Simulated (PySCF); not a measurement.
# How the method changes the constants of CsLi⁺

State: ²Σ⁺ (doublet), unpaired electrons σ ↑. Set-up: basis Cs def2-TZVP with ECP46, Li def2-TZVP; scalar-relativistic core potentials; PySCF 2.14. De refers to Cs⁺ + Li in their ground configurations, without counterpoise correction. The functionals are run spin-unrestricted. A positive dipole points towards Li; it is taken about the centre of mass and depends on that origin.

| Level | Re (Å) | ωe (cm⁻¹) | De (eV) | μ (D) |
| --- | --- | --- | --- | --- |
| UHF | 4.561 | 105 | 0.274 | 3.75 |
| UHF-MP2 | 4.431 | 113 | 0.321 | n/a |
| UHF-SCS-MP2 | 4.455 | 112 | 0.311 | n/a |
| UHF-CCSD | 4.429 | 113 | 0.321 | n/a |
| UHF-CCSD(T) | 4.425 | 114 | 0.323 | n/a |
| PBE | 4.316 | 112 | 0.372 | 4.59 |
| PW91 | 4.309 | 112 | 0.389 | 4.67 |
| r²SCAN | 4.295 | 118 | 0.366 | 4.33 |
| M06-L | 4.556 | 104 | 0.262 | 4.52 |
| PBE0 | 4.320 | 115 | 0.354 | 4.36 |
| BHandHLYP | 4.348 | 113 | 0.328 | 4.10 |
| CAM-B3LYP | 4.311 | 115 | 0.337 | 4.11 |

(1) Which functional lies closest to UHF-CCSD(T) in De, which farthest, and by how much do they differ from it?

(2) What does a quarter of exact exchange do here, going from PBE to PBE0?

(3) What does the step from GGA to meta-GGA do here, going from PBE to r²SCAN?

Correlated steps freeze no core orbitals. The bond is weak. Basis-set superposition, not corrected here, can be much of De in a small basis, most of all at correlated wavefunction levels. Spin–orbit coupling is left out. For an ion De counts to the pair picked by the measured ionisation energies or electron affinities, which need not be the lowest pair at this level. The state is the lowest determinant that a PBE0 search found; another state may lie lower at other levels.

Results:

(1) Closest is BHandHLYP (-7.7 pm in Re, -0.9 % in ωe, +0.01 eV in De against UHF-CCSD(T) in the same basis), farthest PW91 (-11.6 pm in Re, -1.8 % in ωe, +0.07 eV in De). CCSD(T) converges more slowly with the basis than the functionals do and binds too weakly in this one, so the order can change at the basis-set limit.

(2) PBE0 less PBE: +0.4 pm in Re, +2.7 % in ωe, -0.02 eV in De. Exact exchange removes part of the self-interaction that spreads semilocal densities, and in most molecules shortens and stiffens the bond and lowers De; here Re goes the other way.

(3) r²SCAN less PBE: -2.1 pm in Re, +5.4 % in ωe, -0.01 eV in De.
